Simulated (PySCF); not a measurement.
**Computed structure and properties of [Ta3]−**

System: [Ta3]− (triplet); start: released along the symmetry-breaking force (C2v). Method: PySCF 2.14.0, UKS TPSS, Ta def2-SVP with ECP60; non-relativistic Hamiltonian with scalar-relativistic core potentials where named; density fitting; no spin-orbit coupling.

Input of the relaxation:

```python
mol = gto.M(atom='''
Ta     1.46437    -0.05422     0.00000
Ta    -0.77844     1.24151    -0.00000
Ta    -0.68593    -1.18729     0.00000''',
    basis={'Ta': 'def2-SVP'},
    ecp={'Ta': 'def2-SVP'},
    charge=-1, spin=2)
mf = dft.UKS(mol, xc='TPSS')
mf.grids.atom_grid = (50, 194)
mf = mf.density_fit()  # fitting sets: Ta def2-universal-JKFIT
mf.conv_tol = 1e-08; mf.max_cycle = 55
mf.kernel(dm0)  # dm0: converged density of the start geometry
# quasi-Newton relaxation in Cartesian coordinates to a largest gradient under 0.00045 Eh/bohr
```

Run from Python with OMP_NUM_THREADS=2; the lines above give its settings. Where DIIS fails, smearing, a level shift and second-order steps follow.
It took 27 s on 2 threads of Arm Neoverse V1 (shared host), from the converged density of the start.

Course of the relaxation:

```tsv
step	energy above end (eV)	largest force component within the symmetry (eV/Å)
0	0.0061	0.392
1	0.0021	0.226
2	0.0000	0.025
3	0.0000	0.012
```

Relaxed geometry (C2v):

```xyz
3

Ta    1.4638   -0.0644    0.0000
Ta   -0.7870    1.2360    0.0000
Ta   -0.6768   -1.1716    0.0000
```

```csv
contact,Å
Ta3–Ta1,2.410
Ta3–Ta2,2.410
Ta2–Ta1,2.599
```

On the finer grid (75, 302):

```json
{"HOMO": "1.01 eV", "LUMO": "1.44 eV", "Dipole about the centre of mass": "0.43 D", "Spin squared": "2.678", "Set of Mulliken populations of Ta1 outside the core potential": "s 3.44, p 6.17, d 3.71, f 0.03", "D3(BJ) dispersion energy (not in the energies)": "-0.161 eV"}
```

```
atom  Mulliken (e)  Löwdin (e)  spin (e)
 Ta1         -0.35       -0.29      1.16
 Ta2         -0.35       -0.29      1.16
 Ta3         -0.30       -0.42     -0.32
```

The state is spin-contaminated. The highest filled level lies above zero, as often for anions with such functionals and bases; it isn't the detachment energy.

No frequency check is given for this geometry.

One start shape was tried, so this needn't be the lowest isomer.

Open shells may have lower solutions than the one found.
